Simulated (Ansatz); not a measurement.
Ansatz (an electronic-structure program) input file for C₃H₇Si, SMILES C1C[SiH]C1 (connectivity only; charge and spin as stated), charge +1, multiplicity 1, PBE0/def2-SVPD. The structure is a stationary point at r2SCAN-D4/def2-SVP. The geometry has at least one imaginary mode, so it is a saddle point at that level. The multiplicity is an assumed one; no other spin state was optimised. The isomer is the one that the SMILES or the coordinates give; other isomers of the formula were not compared.

Ansatz 0.2 input:
```yaml
crystal:
  periodic: [false, false, false]
  atoms:
    - {symbol: C, position_ang: [1.29942384, 0.00440372, -0.00000000]}
    - {symbol: C, position_ang: [0.32168511, -0.00283130, 1.23127122]}
    - {symbol: Si, position_ang: [-1.03863663, 0.00075428, 0.00000000]}
    - {symbol: C, position_ang: [0.32168509, -0.00283131, -1.23127122]}
    - {symbol: H, position_ang: [1.93565278, 0.90082844, -0.00000001]}
    - {symbol: H, position_ang: [1.95121660, -0.88071687, -0.00000001]}
    - {symbol: H, position_ang: [0.38222177, -0.88974392, 1.89004528]}
    - {symbol: H, position_ang: [0.38131940, 0.87350673, 1.90380924]}
    - {symbol: H, position_ang: [-2.52980310, 0.00935615, 0.00000002]}
    - {symbol: H, position_ang: [0.38131939, 0.87350673, -1.90380925]}
    - {symbol: H, position_ang: [0.38222176, -0.88974391, -1.89004528]}
basis:
  gaussian:
    orbitals: def2-SVPD
hamiltonian:
  xc: {name: PBE0}
total_charge: 1
```

Program output:

```
WARN ansatz: RAYON_NUM_THREADS=1 ignored (pool sized by the plan → 1); use --threads N
Functional definition: PBE0
integrals: 0.06 GiB planned
1200 factors; their error is unknown
mean field: 0.58 GiB planned
mean field evaluation 1: about -11066.8654 eV, gradient 7.7e1 eV
mean field evaluation 2: about -10993.6384 eV, gradient 1.5e2 eV
mean field evaluation 4: about -11081.8998 eV, gradient 8.8e0 eV
mean field evaluation 8: about -11082.0974 eV, gradient 1.2e-1 eV
mean field evaluation 16: about -11082.1342 eV, gradient 2.6e-5 eV
mean field -11082.13424684 eV, -407.2609218309 hartree, gradient 2.6e-5 eV, S^2 0.000000; 0 other end points of the search recorded, 0 dependent functions left out
reference -11082.13427862 eV, -407.2609229987 hartree; 19, 19 occupied and 121, 121 virtual orbitals, 1200 factors
Total energy: -11082.13427862 eV, -407.2609229987 hartree
```

The run converged.

Cost: very roughly 1.9 core-seconds.
